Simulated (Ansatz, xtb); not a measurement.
Torsion H4–Se1–Ga2–Se3 in GaH3Se2 (SMILES [SeH][GaH][SeH]); at each angle all else is relaxed with GFN2-xTB, and the levels are single points there.
Geometry at 0° (charge 0, multiplicity 1):
```json
[
 {"atom": "Se", "x (Å)": "-2.2711", "y (Å)": "-0.5981", "z (Å)": "-0.2372"},
 {"atom": "Ga", "x (Å)": "-0.3506", "y (Å)": "0.7279", "z (Å)": "-0.3306"},
 {"atom": "Se", "x (Å)": "0.8255", "y (Å)": "1.3046", "z (Å)": "1.6187"},
 {"atom": "H", "x (Å)": "-2.1430", "y (Å)": "-0.6793", "z (Å)": "1.2026"},
 {"atom": "H", "x (Å)": "0.1964", "y (Å)": "1.2615", "z (Å)": "-1.7106"},
 {"atom": "H", "x (Å)": "1.7996", "y (Å)": "2.0791", "z (Å)": "0.8939"}
]
```

On the grid 0° to 330°, 90° is the highest and 0° the lowest point at MP2/CBS(cc-pVTZ, cc-pVQZ) + ΔCCSD(T)/cc-pVTZ.

The values were computed with Ansatz (a program for electronic structure); xtb for the GFN methods. Each number belongs to the level named beside it.

Problem. One of these levels gives 83.7 meV for the energy at 90° less that at 0°. Which one is it?
(A) GFN1-xTB
(B) GFN2-xTB
(C) PBE/def2-TZVPP

Solution. B, GFN2-xTB. The others give 169.1 (GFN1-xTB), 255.9 (PBE/def2-TZVPP)
